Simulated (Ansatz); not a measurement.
The same atomization along the group B, Al, Ga, In.

Gas-phase electronic energies from Ansatz, PBE0-D4/def2-TZVP geometries. CCSD(T)/CBS adds triple-zeta CCSD(T) − MP2 to the extrapolated MP2 energy (def2 sets, frozen cores). This one scheme is used for every species, atoms too. No spin–orbit coupling; open shells (•) take unrestricted orbitals. Spin–orbit coupling would lower the free atoms: a little for Al, B, C, O; clearly for Ga; strongly for In. Elements past krypton have def2 core potentials. Bonds to Ga, In are less sure, by a few kJ/mol each and by 10 to 20 or more in all where they break to atoms, as the def2 sets lack core-valence functions. Scalar relativity is left out up to krypton.

**Question.** Order these by ΔE at CCSD(T)/CBS, lowest first. (Best estimate.)
A. `C[O+](C)[GaH3-]` → 2 C• + 9 H• + Ga• + O•
B. `C[O+](C)[AlH3-]` → 2 C• + 9 H• + Al• + O•
C. `C[O+](C)[InH3-]` → 2 C• + 9 H• + In• + O•
D. `[BH3-][O+](C)C` → 2 C• + 9 H• + B• + O•

**Answer.** C (+4150.9 kJ/mol), A (+4258.9 kJ/mol), B (+4348.9 kJ/mol), D (+4610.7 kJ/mol).

Largest T1 diagnostic: 0.018, for Al•.

For atomizations the MP2-based limit and the directly extrapolated one differ by several kJ/mol either way, and by 10 to 25 for some Ge, Se and Sn compounds, so smaller differences from it don't rank the levels.
